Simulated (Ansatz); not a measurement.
Cl$_{2}$FH$_{3}$O$_{3}$W, SMILES `[OH][W]([OH])([OH])([F])([Cl])[Cl]`, charge 0, multiplicity 1.

(1) Give a relaxed structure at PBE0-D4/def2-TZVP (the Gaussian-basis code of Ansatz). (Best estimate.)

## Answers

(1) Ansatz gave: 
Cartesian coordinates in Å:
```
O 0.867 0.419 -1.587
W 0.054 0.111 0.041
O -1.549 0.992 -0.315
O 1.431 -0.875 0.819
F -0.882 -0.436 1.598
Cl 0.928 2.049 0.934
Cl -0.790 -1.849 -0.967
H 0.891 -0.051 -2.423
H -2.331 0.982 0.243
H 1.381 -1.343 1.657
```
Point group Cs.
This is one stationary point; other conformers may exist.
